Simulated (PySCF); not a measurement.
# From computed data to an observable: oscillator strength and radiative lifetime

Zn(F)(SMe) (CH₃FSZn), SMILES C[S][Zn][F].

The structure is a stationary point at B3LYP-D3(BJ)/def2-SVP. The structure was generated by enumeration; whether it is a known compound was not checked. Other conformers were not sampled.

TDA-CAM-B3LYP/def2-SVPD run with PySCF puts the first singlet state with f over 0.02 at 6.67 eV (vertical), with the transition dipole (-0.052, -0.650, 0.000) in atomic units.

Question: Find the oscillator strength, the wavelength and the radiative lifetime that this transition would have in vacuum if emission retraced absorption.

Answer: 
|μ|² = 0.4252 au, so |μ| = 1.66 D. ΔE = 6.67/27.211 = 0.2451 hartree. f = (2/3) ΔE |μ|² = 0.069 (the program prints 0.070).
λ = 1239.84/6.67 = 186 nm; ν = 53797 cm⁻¹.
Einstein's coefficient A = 0.6670 ν² f s⁻¹ (ν in cm⁻¹) = 1.3e8 s⁻¹, so τ = 1/A = 7.5 ns. This state is S4; the lower singlets have f = 0.017, 0.003, 0.009. The figure is the radiative limit of this one transition; relaxation, internal conversion, crossing to triplets and a medium change what is measured.
